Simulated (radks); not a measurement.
Results of a calculation; reference values are marked as such.
Q: Spherical quantum dot in the effective-mass picture: electrons in a hard-walled sphere of unknown radius, with a point charge +2 (a donor) at the centre, all in effective atomic units (hartree* = m*/eps^2 hartree, bohr* = eps/m* bohr), one dielectric constant everywhere. Level of theory: non-relativistic Kohn-Sham, exchange-only LDA, spin-polarised, spherical densities (a radial shooting solver with Libxc functionals). Levels are named by radial order and angular momentum (1s, 1p, 1d, 2s, ...), and open shells are averaged over m. Each electron was tried in the lowest free levels, single moves between levels near the top were tried too, and the lowest total energy was kept; such a search can miss a lower state. The values of mu = E(N) - E(N-1) (hartree*) for N = 2 to 12 are -0.18654, 3.6816, 4.5118, 5.3738, 6.5624, 7.3640, 8.1987, 11.554, 12.346, 13.145, 13.948. Estimate radius.

A: radius = 1.58 (effective atomic units). The central charge lowers the s levels, so the charging steps and shell gaps carry the answer. The first electron has mu near pi^2/(2 R^2) without a central charge, and the charging energy goes as 1/R.
